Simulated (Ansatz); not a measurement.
Mg14S14⁻: single points at one geometry.

```yaml
crystal:
  periodic: [false, false, false]
  atoms:
    - {symbol: Mg, position_ang: [0.364245, -5.200710, 0.197724]}
    - {symbol: S, position_ang: [0.033269, -4.969495, -2.071420]}
    - {symbol: Mg, position_ang: [0.251296, -2.679146, -1.750241]}
    - {symbol: S, position_ang: [-1.117121, -0.642270, -1.545811]}
    - {symbol: Mg, position_ang: [-2.192936, 1.562838, -1.748894]}
    - {symbol: S, position_ang: [-4.288044, 2.512149, -2.073692]}
    - {symbol: Mg, position_ang: [-4.312286, 2.920594, 0.194154]}
    - {symbol: S, position_ang: [1.837904, -6.191156, 1.898964]}
    - {symbol: Mg, position_ang: [1.966053, -3.890307, 2.501480]}
    - {symbol: S, position_ang: [0.133290, -2.784942, 1.303661]}
    - {symbol: Mg, position_ang: [-0.828941, -0.482449, 0.911497]}
    - {symbol: S, position_ang: [-2.341618, 1.500239, 1.305156]}
    - {symbol: Mg, position_ang: [-2.388687, 3.650818, 2.486819]}
    - {symbol: S, position_ang: [-4.449519, 4.690309, 1.895518]}
    - {symbol: Mg, position_ang: [3.817264, -5.532839, 0.611513]}
    - {symbol: S, position_ang: [3.947914, -2.969095, 1.449986]}
    - {symbol: Mg, position_ang: [2.231802, -1.420289, 0.715545]}
    - {symbol: S, position_ang: [1.353748, 0.789976, 1.162928]}
    - {symbol: Mg, position_ang: [-0.121126, 2.652772, 0.708104]}
    - {symbol: S, position_ang: [-0.593928, 4.912744, 1.451305]}
    - {symbol: Mg, position_ang: [-2.885030, 6.064292, 0.602204]}
    - {symbol: S, position_ang: [4.907990, -5.328835, -1.429720]}
    - {symbol: Mg, position_ang: [4.033300, -3.197415, -1.209997]}
    - {symbol: S, position_ang: [2.465956, -1.391771, -1.772061]}
    - {symbol: Mg, position_ang: [1.048637, 0.603043, -1.368369]}
    - {symbol: S, position_ang: [0.034725, 2.826960, -1.779608]}
    - {symbol: Mg, position_ang: [-0.750742, 5.084855, -1.210390]}
    - {symbol: S, position_ang: [-2.157392, 6.909130, -1.436356]}
basis:
  gaussian: {orbitals: def2-SVP, fitting: {mean_field: def2-universal-jkfit}}
total_charge: -1
magnetization: {spin_polarized: true, initial_magnetization: 1}
hamiltonian: {xc: pbe0, dispersion: d4}
scf: {omitted_lower_state_checks: [starts]}
output: {orbitals: {seedname: orbitals}}
```

The file start.molden holds the orbitals of an earlier run on this structure, at another level or in another basis.

```sh
$ ansatz run in.yaml --threads 2 --pin off --events-out ev --progress --plain --max-ram 32768MiB --backend cuda --devices 0, --max-vram 18GiB
```

Shortened log:

```
Functional definition: PBE0
3360 factors; integrals over basis functions are off by at most 5.3e-2 eV
mean field evaluation 1: about -227789.0877 eV, gradient 4.3e1 eV
mean field evaluation 2: about -227758.1249 eV, gradient 7.7e1 eV
mean field evaluation 4: about -227802.1494 eV, gradient 6.4e0 eV
mean field evaluation 8: about -227802.5672 eV, gradient 6.4e-1 eV
mean field evaluation 16: about -227802.5620 eV, gradient 5.7e-3 eV
mean field -227802.56199025 eV, -8371.5897430195 hartree, gradient 1.2e-5 eV, S^2 0.753118; 0 other end points of the search recorded, 0 dependent functions left out
reference -227802.56207491 eV, -8371.5897461304 hartree; 197, 196 occupied and 307, 308 virtual orbitals, 3360 factors
Total energy: -227805.10390953 eV, -8371.6831568297 hartree
Checks for a lower state left out: starts
```

Hardware: 2 threads of AMD EPYC 7R13 on a shared host and a share (18 GiB) of an NVIDIA H100 80GB HBM3. Wall time 14 s, peak host memory 1.3 GiB.

The first input with `gaussian: {orbitals: def2-SVP, fitting: {mean_field: def2-universal-jkfit}, initial_orbitals: start.molden}`, `hamiltonian: {xc: pbe, dispersion: d4}` (abridged; 16 s):

```
Functional definition: PBE
mean field -227781.99060670 eV, -8370.8337586175 hartree, gradient 1.7e-5 eV, S^2 0.752772
Total energy: -227784.77508929 eV, -8370.9360864656 hartree
Checks for a lower state left out: starts
```

First input, but with `gaussian: {orbitals: def2-SVP, fitting: {mean_field: def2-universal-jkfit}, initial_orbitals: start.molden}`, `hamiltonian: {xc: {name: wB97M-V}}` (abridged; 27 s):

```
Functional definition: wB97M-V
mean field -227886.19019604 eV, -8374.6630228968 hartree, gradient 1.6e-5 eV, S^2 0.752325
Total energy: -227886.19032111 eV, -8374.6630274930 hartree
Checks for a lower state left out: starts
```

Geometry: PBE-D4/def2-SVP, loosely relaxed, that of the neutral singlet.

Single mean-field runs in def2-SVP are fitted with def2-universal-jkfit. The geometry of the charge -1 doublet is only loosely relaxed.
